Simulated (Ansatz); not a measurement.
H5NSi2, SMILES `N[SiH]=[SiH2]` (charge 0, multiplicity 1).

Computed with frozen-core CCSD(T)/6-31g // PBE0-D3(BJ)/def2-TZVP run with Ansatz (a program for electronic structure).

Ansatz 0.2 input:
```yaml
crystal:
  periodic: [false, false, false]
  atoms:
    - { symbol: N, position_ang: [1.556486, -0.416537, 0.30176] }
    - { symbol: Si, position_ang: [0.204315, 0.224221, -0.486684] }
    - { symbol: Si, position_ang: [-1.813151, 0.587373, 0.375566] }
    - { symbol: H, position_ang: [2.507111, -0.210137, 0.045048] }
    - { symbol: H, position_ang: [1.485987, -1.025181, 1.100158] }
    - { symbol: H, position_ang: [0.766376, 1.041405, -1.598355] }
    - { symbol: H, position_ang: [-2.083427, -0.673461, 1.145703] }
    - { symbol: H, position_ang: [-2.623697, 0.472317, -0.883194] }
basis:
  gaussian: { orbitals: "6-31g" }
correlation:
  method: ccsd_t
```

Output:

```
Functional definition: HF
572 factors; integrals over basis functions are off by at most 2.5e-4 eV
mean field evaluation 1: about -17278.8852 eV, gradient 2.6e1 eV
mean field evaluation 2: about -17278.8896 eV, gradient 2.6e1 eV
mean field evaluation 4: about -17280.5661 eV, gradient 2.3e0 eV
mean field evaluation 8: about -17280.5896 eV, gradient 3.1e-4 eV
mean field evaluation 16: about -17280.5835 eV, gradient 1.4e-1 eV
mean field -17280.58964317 eV, -635.0499561821 hartree, gradient 1.7e-6 eV, S^2 0.000000; 0 other end points of the search recorded, 0 dependent functions left out; unrestricted orbitals would lower it
11 core orbitals not correlated
reference -17280.58964317 eV, -635.0499561821 hartree; 9, 9 occupied and 25, 25 virtual orbitals, 572 factors
second order -5.99411798 eV of doubles, -0.00000000 eV of singles
cycle   1  -6.53412167 eV  change   -5.4e-1 eV  update   9.9e-2
cycle   2  -6.88930727 eV  change   -3.6e-1 eV  update   4.0e-2
cycle   3  -6.98650394 eV  change   -9.7e-2 eV  update   2.0e-2
cycle   4  -6.98174700 eV  change    4.8e-3 eV  update   7.4e-3
cycle   5  -6.97749155 eV  change    4.3e-3 eV  update   2.6e-3
cycle   6  -6.97715011 eV  change    3.4e-4 eV  update   1.2e-3
cycle   7  -6.97685433 eV  change    3.0e-4 eV  update   4.1e-4
cycle   8  -6.97706316 eV  change   -2.1e-4 eV  update   1.5e-4
cycle   9  -6.97711084 eV  change   -4.8e-5 eV  update   4.5e-5
cycle  10  -6.97709871 eV  change    1.2e-5 eV  update   1.5e-5
perturbative correction -0.18468593 eV, -0.0067870829 hartree
Total energy: -17287.75142781 eV, -635.3131469131 hartree
```
